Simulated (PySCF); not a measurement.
# [Eu(H2O)]2+ at several levels of theory

Computed with PySCF 2.14.0 (density fitting, no spin-orbit coupling) at the geometry relaxed with PBE0:

```xyz
4
[Eu(H2O)]2+ (singlet in the valence; each metal's 4f electrons, 7 of them, lie in its core potential, out of spins and levels)
Eu    0.0000    0.0000   -0.1285
O     0.0000    0.0000    2.2964
H     0.7659    0.0000    2.9022
H    -0.7659    0.0000    2.9022
```

```csv
level,basis,state,HOMO (eV),gap (eV),charge on Eu1 (e),population of f-type functions on Eu1 (polarisation alone where 4f lies in the core),dipole about the centre of mass (D),largest force component (eV/Å)
PBE0,"Eu lcecp-0-SVP with ECP53, O def2-SVP, H def2-SVP",singlet,–,–,1.78,0.01,1.86,0.00
B3LYP,the same,singlet,–,–,1.76,0.01,1.91,0.14
PBE0,"Eu lcecp-0-TZVP with ECP53, O def2-TZVP, H def2-TZVP",singlet,–,–,1.86,0.01,1.87,0.33
```

In the lcecp rows the 4f levels are missing from HOMO and gap, and the state counts the valence alone.

Charges are Mulliken's, which hang on the basis. The relaxation used the grid (50, 194), these runs (75, 302) or, all-electron (x2c bases, spin-free X2C Hamiltonian), (99, 590).

Task: What does HF with Eu lcecp-0-SVP with ECP53, O def2-SVP, H def2-SVP give here?

Result: state singlet, charge on Eu1 (e) 1.85, population of f-type functions on Eu1 (polarisation alone where 4f lies in the core) 0.01, dipole about the centre of mass (D) 1.57, largest force component (eV/Å) 1.50. Time: 1 s on 2 threads of AMD EPYC 7R43 64-Core Processor (Zen 3), with other jobs on the host, from an already converged density.

An lcecp potential fixes the number of 4f electrons, so in runs with it no electron can move into or out of that shell.
